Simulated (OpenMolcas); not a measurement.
**Sn2+: effect of the active space**

```json
{
 "Program": "OpenMolcas",
 "Method": "SS-CASPT2 or its RAS form, IPEA 0.25 Eh, imaginary shift 0.1 Eh",
 "Basis": "ANO-RCC-VTZP",
 "Scalar Hamiltonian": "DKH2, point nucleus",
 "Spin-orbit coupling": "RASSI with atomic mean-field integrals over the reference wave functions, term energies averaged over their components"
}
```

A. 2 electrons in 4 orbitals (5s 5p); 2S+1 = 3 even, 3 roots; 2S+1 = 1 even, 7 roots; 2S+1 = 3 odd, 3 roots; 2S+1 = 1 odd, 3 roots; closed shells correlated: 4d; CASPT2 step about 1.8 core-seconds
B. 2 electrons in 8 orbitals (5s 5p 6s 6p); 2S+1 = 3 even, 3 roots; 2S+1 = 1 even, 7 roots; 2S+1 = 3 odd, 3 roots; 2S+1 = 1 odd, 3 roots; closed shells correlated: 4d; CASPT2 step roughly 5 core-seconds
C. 2 electrons in 9 orbitals (RAS2 5s 5p; RAS3 5d, at most 2 electrons); 2S+1 = 3 even, 3 roots; 2S+1 = 1 even, 7 roots; 2S+1 = 3 odd, 3 roots; 2S+1 = 1 odd, 3 roots; closed shells correlated: 4d; CASPT2 step about 7 core-seconds

Energies in cm⁻¹ above 5s² ¹S₀, the measured ground level; measured values from Moore, Atomic Energy Levels, vol. III, NSRDS-NBS 35 (1971 reprint of NBS Circular 467, 1958).

```csv
Level,A,B,C,Measured
5s² ¹S₀,0.0,0.0,0.0,0.0
5s 5p ³P°₀,53320,53150,53740,53548
5s 5p ³P°₁,54750,54570,55150,55196
5s 5p ³P°₂,58050,57880,58460,59229
5s 5p ¹P°₁,78790,78340,78810,79911
```

Deviations, from unrounded energies. A percentage is the sum of absolute deviations over the sum of measured energies, with the sign that they share, or ± where signs differ.

```tsv
Against measurement	Levels	A	B	C
mean absolute deviation (cm-1)	4	740	990	530
other configurations (%)	4	-1.2	-1.6	±0.9
```

C lies closest to measurement on these levels and B furthest from it. The largest miss of C in the table is 5s 5p ¹P°₁, by -1100 cm-1. The ranking rests on the paired levels alone, and a cruder setting can come out closer through cancelling errors.

Among A to C the level of the table that moves most is 5s 5p ³P°₀, by 590 cm-1 (lowest in B, highest in C). Moves below CASPT2's spread within the term are not significant.

Over all roots computed the reference weight is 0.88 to 0.94 in A, 0.87 to 0.94 in B; the roots of lowest weight are the least certain, and an intruder state may touch them. The run also gave levels led by 5s 6s, which use shells meant for correlation; these and all levels above them are left out (holds for B). Active for correlation alone: 5d; no level in the range computed is led by a configuration that fills it, so any true level of that kind is missing (holds for C). Computed and measured levels are paired by configuration, term and J; levels that our copy of the source lacks, or whose pairing is in doubt (as where it misses far off the trend of its configuration), stay unpaired and out of the deviations. Only configurations of the active space appear. The table leaves out levels that lie high or whose names do not pair safely across all columns.

° marks odd parity.
